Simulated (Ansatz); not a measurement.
Isolated molecules relaxed with PBE0-D4/def2-TZVP in Ansatz; ΔE leaves out vibrations. CCSD(T)/CBS is the MP2 limit (def2-TZVPP, def2-QZVPP) plus CCSD(T) − MP2 in def2-TZVPP, frozen cores. This one scheme is used for every species. Functionals use def2-TZVPP. B3LYP here is the variant with VWN-RPA as its local correlation; programs differ in this. HSE06 is defined as in plane-wave codes. One conformer a species, not always the lowest.

Reaction (ligand exchange at the Si–F bond): `O[Si](F)(F)[SiH3]` + HCl → `O[Si](F)([SiH3])Cl` + H–F

Question: Is it downhill or uphill in electronic energy at CCSD(T)/CBS, and by how much? (Best estimate.)

Answer: Ansatz gave: Uphill: ΔE = +0.48 eV.

Question: What do these levels give: LDA (SPW92), B3LYP, HSE06, RPA@PBE/def2-TZVPP, MP2/def2-TZVPP, HF/CBS(def2)? (Estimate.)

Answer: Computed: LDA (SPW92) 0.47, B3LYP 0.58, HSE06 0.45, RPA@PBE/def2-TZVPP 0.57, MP2/def2-TZVPP 0.47, HF/CBS(def2) 0.68 eV.

Question: What do rigid-rotor, harmonic-oscillator terms from PBE0-D4/def2-TZVP frequencies (298.15 K, 1 bar) make of the CCSD(T)/CBS value? (An estimate is asked.)

Answer: The calculation gave: ΔZPE = +0.04 eV, ΔH = +0.53 eV, ΔS = -2 J/(mol·K), ΔG = +0.54 eV.

Largest T1 diagnostic among the species: 0.013.

The D4 term adds −0.07 eV with B3LYP and −0.04 eV with PBE0; it sums over pairs of atoms, weighted by their polarisabilities, and B3LYP, whose exchange is more repulsive, gets the larger term. Leaving LDA and LC-ωPBE aside and taking each functional with its dispersion term where it has one, the values, not all of them listed here, spread over 0.21 eV, from revPBE-D4 to CAM-B3LYP-D4. At CCSD(T), def2-SVP lies +0.04 eV from the extrapolated value and def2-TZVPP +0.05 eV.
